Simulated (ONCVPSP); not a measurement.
Configuration tests for Cr (Z = 24) (ONCV)

```
Element                 : chromium
Generator               : ONCVPSP 4.0.1
Type                    : optimised norm-conserving Vanderbilt (ONCV)
Functional              : PBE
Relativity              : scalar-relativistic
Frozen core             : [Ne]
Valence charge          : 14
Reference configuration : 3s2 3p6 3d4.5 (charge +1.5)
Partial waves           : 3s: rc 0.85 bohr, ncon 4, nbas 7, qcut 6 1/bohr, 2 projectors, debl 2.8 Ha; 3p: rc 1.15 bohr, ncon 3, nbas 7, qcut 12 1/bohr, 2 projectors, debl 1 Ha; 3d: rc 1.90 bohr, ncon 4, nbas 8, qcut 8.3 1/bohr, 1 projector
Local potential         : polynomial inside 0.65 bohr (lpopt 5, dvloc0 0 Ha)
Core correction         : none
```

In the s channel the program set the typed energies aside and used -3.218, 0.250 Ha. In the p channel the program set the typed energies aside and used -2.167, 0.250 Ha.

Energies are relative to the spin-unpolarised reference configuration 3s2 3p6 3d4.5; without spin polarisation the order of configurations can differ from experiment.

| valence configuration | charge | ΔE all-electron (eV) | error AE − PS (meV) |
| --- | --- | --- | --- |
| 3s2 3p6 3d5 4s1 | 0 | -13.302 | -3.5 |
| 3s2 3p6 3d4 | +2 | 9.652 | +6.4 |
| 3s2 3p6 3d4 4s1 | +1 | -5.314 | +25 |

Problem. What are ΔE and the potential's error for 3s2 3p6 3d5?

Solution. ΔE = -6.401 eV all-electron; the error (AE − PS) is -0.3 meV.
